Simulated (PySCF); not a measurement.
## CrCl₃, quartet: computed properties

Computed with UPBE0/[Cr def2-SVP, Cl def2-SVP], no relativity, density fitting, PySCF.

The structure is a minimum.

```xyz
4
charge 0 multiplicity 4, angstrom
Cr    0.0000    0.0000   -0.2421
Cl    0.0000    0.0000    1.9171
Cl    2.0844    0.0000   -0.7787
Cl   -2.0844    0.0000   -0.7787
```

```
Point group                                                                   : C2v
Bond lengths                                                                  : Cr–Cl 2.152 Å (×2), Cr–Cl 2.159 Å
Bond angles                                                                   : Cl–Cr–Cl 104.4° (×2), Cl–Cr–Cl 151.1°
Heat capacity Cp at 298.15 K                                                  : 75.3 J/(mol K)
Lowest empty level (α)                                                        : -5.77 eV
Dipole moment                                                                 : 1.89 D
Principal polarisabilities                                                    : 29.1, 60.5, 98.8 bohr³
Enthalpy at 298.15 K above 0 K                                                : 17.79 kJ/mol
Highest occupied level (α)                                                    : -8.19 eV
Zero-point energy                                                             : 9.7 kJ/mol
Principal quadrupole moments (Buckingham, traceless) about the centre of mass : -5.21, -1.06, 6.26 D Å
Entropy at 298.15 K and 1 bar (electronic part: spin only)                    : 348.7 J/(mol K)
Spin squared ⟨S²⟩                                                             : 3.872
Atomisation energy without zero-point energy                                  : 911 kJ/mol
Rotational constants                                                          : 0.0969, 0.05548, 0.03528 cm⁻¹
Rotational symmetry number                                                    : 2
```

Harmonic modes (masses in u: Cr 51.941, Cl 34.969):
```csv
symmetry,ω (cm⁻¹),IR (km/mol),type
b2,98,0.8,bend
a1,116,3.3,bend
b1,128,17.1,bend
a1,345,0.0,stretch
a1,436,56.4,stretch
b2,492,168,stretch
```

In C2v the vibrations span 2b2 + 3a1 + b1. Here b1 is antisymmetric to the molecular plane and b2 lies in it.

Charges (e):
```tsv
atom	Mulliken	Löwdin	polar tensor	spin (Mulliken)	Mayer order to Cr1
Cr1	0.56	-0.10	1.50	3.26	–
Cl2	-0.19	0.01	-0.46	-0.01	1.21
Cl3,4	-0.18	0.04	-0.52	-0.13	1.27
```

Mulliken populations on Cr1: s 6.40, p 12.57, d 4.46, f 0.00.

Formally Cr is in oxidation state +3, d3, with 3 unpaired electrons (the high-spin count). The Mulliken spin on Cr is 3.26. The polar-tensor charge on Cr, 1.50, is far below the formal one.

Only a few start shapes were tried, so a lower isomer may exist. Other spin states or occupations of the open shell can lie lower. At this level a quartet minimum of D3h symmetry lies 58 kJ/mol below this structure.

The final relaxation and frequency run took roughly 2.1 core-minutes on a shared host.
